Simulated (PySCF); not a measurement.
Computed properties of CH6ClNSi, SMILES CN[SiH2]Cl

Si(Cl)(H)2(NHMe) (CH6ClNSi), SMILES N(C)[SiH2]Cl. Geometry: B3LYP-D3(BJ)/def2-SVP. One conformer was computed; it need not be the lowest. All values are computed for the isolated molecule unless a solvent is named; none is compared with measurement here.

**Structure.** All 24 harmonic modes at B3LYP-D3(BJ)/def2-SVP (PySCF) are real, so it is a minimum. With heavy atoms numbered as in [SiH2:1]([Cl:2])[NH:3][CH3:4], the shortest bond between them is N3–C4 at 1.454 Å and the longest Si1–Cl2 at 2.100 Å.

**Vibrations.** The strongest infrared lines (harmonic, unscaled, degenerate partners summed) lie at 915 cm⁻¹ (275 km/mol, H 85 %, Si 13 %), 518 cm⁻¹ (148 km/mol, Si 43 %, Cl 34 %, H 18 %), 2265 cm⁻¹ (131 km/mol, H 96 %). The softest mode is at 76 cm⁻¹ and the zero-point energy is 46.1 kcal/mol.

**Electronic structure.** ωB97X/def2-TZVP (PySCF) places the frontier levels at -9.72 and 2.53 eV, a gap of 12.25 eV, and gives a dipole moment of 2.22 D and a mean polarisability of 56.3 bohr³. PBE/def2-TZVP (PySCF) at the same geometry gives -5.94 and -0.34 eV, so its gap is 6.65 eV narrower. An orbital gap is neither the optical nor the fundamental gap.

**Excitations.** TDDFT-B3LYP/def2-SVPD (PySCF) has S1 at 6.07 eV (204 nm, f = 0.009, weak); the most intense of the 10 singlets computed lies at 6.66 eV (f = 0.07). T1 (TDA) is at 5.80 eV. TDDFT-PBE/def2-SVPD (PySCF) puts S1 at 5.61 eV. No vertical singlet excitation falls in the visible range (under 3.1 eV).

**NMR.** GIAO shifts at PBE0/pcSseg-1 (PySCF) (non-relativistic, atoms alike by connectivity averaged): ¹³C at 34.3 ppm against TMS; ¹H from 1.1 to 5.4 ppm against TMS; ²⁹Si at -17.3 ppm against TMS. Without spin–orbit terms, shifts of atoms bonded to Cl or Br come out too high.

**Solvation.** SMD-PBE0/def2-SVP (PySCF) gives -0.7 kcal/mol in water, -4.2 kcal/mol in ethanol, -3.6 kcal/mol in 1-octanol (1 M in both phases, gas-phase geometry); of these solvents ethanol holds the molecule best.
